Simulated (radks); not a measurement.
Problem. All-electron atom: the ruthenium ion Ru26+ in [Ar] (the NIST ground configuration). Method: Dirac Kohn-Sham, relativistic LDA (MacDonald-Vosko exchange, VWN5 correlation), spin-unpolarised, spherical densities, finite nucleus; Fermi nuclear charge, rms radius 4.4809 fm; computed with a radial shooting solver on a logarithmic mesh with Libxc functionals. Some entries of the table are withheld. Estimate them.

orbital,occ.,eigenvalue (eV),<1/r> (bohr^-1)
1s1/2,2,-22991.74,45.70
2s1/2,2,-4309.235,10.55
2p1/2,2,(1),(2)
2p3/2,4,(3),(4)
3s1/2,2,-1528.092,(5)
3p1/2,2,-1446.529,4.022
3p3/2,4,-1416.941,3.887

Solution. 
(1) 2p1/2 eigenvalue (eV): -4083.668
(2) 2p1/2 <1/r> (bohr^-1): 10.51
(3) 2p3/2 eigenvalue (eV): -3952.170
(4) 2p3/2 <1/r> (bohr^-1): 9.970
(5) 3s1/2 <1/r> (bohr^-1): 4.083
